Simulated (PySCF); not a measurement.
**Unknown compound**

The spectra below were simulated for a compound C₉H₁₁B.

¹H NMR (600 MHz, computed): δ 8.47 (m, 1H), 8.44 (d, 1H), 8.06 (m, 1H), 7.74 (d, 1H), 7.47 (m, 1H), 6.40 (br, 1H), 5.71 (m, 1H), 5.70 (m, 1H), 2.32 (s, 3H).

¹³C{¹H} NMR (computed): δ 166.4 (C), 164.0 (CH), 158.5 (C), 155.9 (CH), 154.8 (CH), 144.5 (CH), 142.0 (CH), 125.9 (CH2), 24.8 (CH3).

Theoretical values (PySCF 2.14.0 with density-fitted response routines): structure optimised with PBE0-D3(BJ)/def2-SVP, σ from GIAO-PBE0/pcSseg-1. Equivalent nuclei averaged, a single conformation, isolated molecule, non-relativistic Hamiltonian.

Chemical shifts δ = σref − σ; ¹H, ¹³C vs TMS, all at this level.

Question: Propose a structure and justify it.

Answer: 
- 9 carbon signals for 9 carbons: no two carbons are equivalent.
- Carbon types of the structure: 2 × C, 5 × CH, 1 × CH2, 1 × CH3, leaving 1 H on heteroatoms.
- δC 166.4, 158.5: fully substituted alkene carbon.
- δC 164.0, 155.9, 154.8, 144.5, 142.0: alkene CH; an sp2 carbon of a C=C bond.
- δC 125.9: terminal =CH2 carbon; the olefinic region.
- δC 24.8: allylic methyl carbon; aliphatic region, no heteroatom directly attached.
- δH 8.47, 8.44, 8.06, 7.74, 7.47: hydrogen on an alkene CH.
- δH 5.71, 5.70: hydrogen on a terminal =CH2 carbon; attached to an sp2 carbon and in the plane of the double bond.
- δH 2.32: hydrogen on an allylic methyl carbon; allylic position.

Structure: `C=C(C)C1=CBC=CC=C1`.

This is the structure that produced the data.

Hydrogens on boron are broadened and split by ¹¹B (spin 3/2, 80 %) and 10B (spin 3). A carbon bonded to boron is broadened by the quadrupolar boron nucleus and is often missing from a measured spectrum. Shifts are as computed. Against solution values, carbons near 30 ppm lie about +2 ppm off and those near 130 ppm about +5 ppm. Of 1211 compounds with measured shifts, 218 miss one by over three times the rms of a fit or turn the order of signals round; such compounds aren't used in these exercises. No couplings were computed; multiplicities are counted from neighbouring protons, with m where these are inequivalent, close in shift, in a saturated or five-membered ring or joined by F or P, and br s for small geminal =CH2 splittings.
